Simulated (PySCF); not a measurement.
## A small calculation by hand: chemical shift, span and skew from a shielding tensor

C3H3BF2, SMILES B(CF)(C#C)F. Atoms are numbered in the order given.

```xyz
9

C      0.8657    -2.3143     0.0000
C      0.1966    -1.2972     0.0000
B     -0.6040     0.0001     0.0000
F     -1.9358    -0.0454     0.0000
C      0.0531     1.4328     0.0000
F      1.4340     1.4106     0.0000
H      1.4555    -3.2132     0.0000
H     -0.3062     1.9988     0.8837
H     -0.3062     1.9988    -0.8837
```

Coordinates come from a B3LYP-D3(BJ)/def2-SVP optimisation. The structure was generated by enumeration, and PubChem lists no compound with its InChIKey, so it may never have been made. One conformer was computed; it need not be the lowest.

GIAO shieldings from PBE/pcSseg-1 in PySCF, non-relativistic, no solvent. The symmetric part of the tensor of F6 has the principal values 424.7, 456.3, 485.2 ppm. The same nucleus in CFCl3 has σ = 133.6 ppm at this level (PySCF, at its B3LYP-D3(BJ)/def2-TZVP geometry).

Question: Work out the isotropic shielding, the ¹⁹F shift against CFCl3, the span and the skew.

Answer: 
σ(iso) = (σ11 + σ22 + σ33)/3 = 455.4 ppm. δ = σ(ref) − σ(iso) = 133.6 − (455.4) = -321.8 ppm.
Span Ω = σ33 − σ11 = 60.5 ppm. Skew κ = 3(σ(iso) − σ22)/Ω = -0.04. Tumbling in solution averages the tensor to δ; in a static solid the shielding alone would spread this spin-1/2 line over Ω.
